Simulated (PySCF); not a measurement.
Cl2GeH4OSi. Atoms are numbered in the order given.

```xyz
9

Si     1.0375     0.1627    -0.7622
Cl     0.8869     2.1123    -0.0885
Cl     2.2125    -0.8685     0.5850
O     -0.4464    -0.5036    -0.8496
Ge    -1.8372    -0.5565     0.2943
H      1.6848     0.1461    -2.0861
H     -2.7682     0.5982    -0.0854
H     -2.4835    -1.9227     0.0628
H     -1.2868    -0.4072     1.7177
```

Geometry: r2SCAN-D4/def2-SVP. The structure was generated by enumeration, and PubChem lists no compound with its InChIKey, so it may never have been made. Other conformers were not sampled.

Vertical ionisation energy (IE) and electron affinity (EA) in eV. Rows of orbital energies are one-electron estimates. Where ΔSCF, EOM or ADC give a negative EA the extra electron is unbound and the value depends on the basis.

```
level                                           IE     EA
-------------------------------------------  -----  -----
−ε(HOMO), −ε(LUMO), ωB97X/def2-TZVP (PySCF)  11.40  -1.77
−ε(HOMO), −ε(LUMO), PBE/def2-TZVP (PySCF)     7.50   1.17
```
